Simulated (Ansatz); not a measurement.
A CCSD(T) single point on CH5ClSSn, SMILES `C[S][SnH2][Cl]`.

```yaml
crystal:
  periodic: [false, false, false]
  atoms:
    - {symbol: C, position_ang: [-0.021298, 1.370980, -0.867942]}
    - {symbol: S, position_ang: [1.368306, 0.253962, -0.511116]}
    - {symbol: Sn, position_ang: [0.266773, -1.276864, 0.931154]}
    - {symbol: Cl, position_ang: [-1.504286, -2.211087, -0.279848]}
    - {symbol: H, position_ang: [-0.840882, 0.834619, -1.344838]}
    - {symbol: H, position_ang: [-0.373289, 1.872919, 0.033190]}
    - {symbol: H, position_ang: [0.360652, 2.120700, -1.560631]}
    - {symbol: H, position_ang: [1.326889, -2.533906, 1.354183]}
    - {symbol: H, position_ang: [-0.494465, -0.477626, 2.228747]}
basis:
  gaussian: {orbitals: def2-TZVPP}
correlation: {method: ccsd_t}
output: {orbitals: {seedname: orbitals}}
```

```sh
$ ansatz run in.yaml --threads 2 --pin off --events-out ev --progress --plain --max-ram 32768MiB --backend cuda --devices 0, --max-vram 18GiB
```

Output of Ansatz, abridged:

```
Functional definition: HF
1520 factors; integrals over basis functions are off by at most 1.0e-3 eV
mean field evaluation 1: about -30236.8098 eV, gradient 2.4e1 eV
mean field evaluation 2: about -30237.0268 eV, gradient 2.4e1 eV
mean field evaluation 4: about -30238.9411 eV, gradient 3.0e0 eV
mean field evaluation 8: about -30238.9779 eV, gradient 1.9e-1 eV
mean field -30238.97811557 eV, -1111.2619490318 hartree, gradient 2.3e-6 eV, S^2 0.000000; 0 other end points of the search recorded, 0 dependent functions left out
15 core orbitals not correlated: weight in the atoms' cores, before any rotation towards them, 1.000 or more for the frozen orbitals, at most 0.000 for the correlated occupied ones
reference -30238.97811557 eV, -1111.2619490318 hartree; 18, 18 occupied and 202, 202 virtual orbitals, 1520 factors
second order -23.65278407 eV of doubles, -0.00000000 eV of singles
cycle   1  -24.19430327 eV  change   -5.4e-1 eV  update   1.1e-1
cycle   2  -24.79785510 eV  change   -6.0e-1 eV  update   3.0e-2
cycle   3  -24.89036939 eV  change   -9.3e-2 eV  update   1.4e-2
cycle   4  -24.87931210 eV  change    1.1e-2 eV  update   3.4e-3
cycle   5  -24.87772616 eV  change    1.6e-3 eV  update   1.5e-3
cycle   6  -24.87793012 eV  change   -2.0e-4 eV  update   4.1e-4
cycle   7  -24.87779834 eV  change    1.3e-4 eV  update   1.6e-4
cycle   8  -24.87780231 eV  change   -4.0e-6 eV  update   5.5e-5
cycle   9  -24.87782372 eV  change   -2.1e-5 eV  update   2.4e-5
perturbative correction -0.96269879 eV, -0.0353785281 hartree
Total energy: -30264.81863809 eV, -1112.2115707189 hartree
```

Hardware: 2 threads of an AMD EPYC 7R13 on a shared host and a share of an NVIDIA H100 80 GB. Wall time 6.5 s, peak host memory 0.8 GiB.

The correlation energy is -25.841 eV, 3.7 % of it from (T); the T1 diagnostic reads 0.0116.
